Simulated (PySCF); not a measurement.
An unknown shows these calculated signals:

¹H NMR (600 MHz, computed): δ 4.92 (s, 3H), 4.11 (s, 6H), 3.99 (s, 2H).

¹³C{¹H} NMR (computed): δ 76.0 (CH2), 40.5 (C).

[PySCF: GIAO PBE0/pcSseg-1 shieldings; GFN2-xTB geometry; equivalent nuclei averaged; a single conformation; gas phase; non-relativistic Hamiltonian]

Referencing at the same level of theory: ¹H and ¹³C vs TMS.

Problem. Which of these does the molecule contain: a three-membered ring, a carboxylic acid, a C≡C triple bond, a Si–H bond?

Solution. 
- A three-membered ring: no.
- A carboxylic acid: no.
- A C≡C triple bond: no.
- A Si–H bond: yes (δH 4.92 (s)).

The data belong to SMILES [SiH3]OCC([SiH3])([SiH3])Cl, C2H11ClOSi3; they needn't prove each group on their own.

Carbon signals by region: 1 at 50–100 ppm, 1 below 50 ppm.

Carbons that carry Cl, above all several Cl atoms, come out too deshielded, partly because spin–orbit coupling is missing. Shifts are as computed. Against solution values, carbons near 30 ppm lie about +3 ppm off and those near 130 ppm about +5 ppm; carbons on Cl a further +6 ppm. Of 1211 compounds with measured shifts, 218 miss one by over three times the rms of a fit or turn the order of signals round; such compounds aren't used in these exercises. No couplings were computed; multiplicities are counted from neighbouring protons, with m where these are inequivalent, close in shift, in a saturated or five-membered ring or joined by F or P, and br s for small geminal =CH2 splittings.
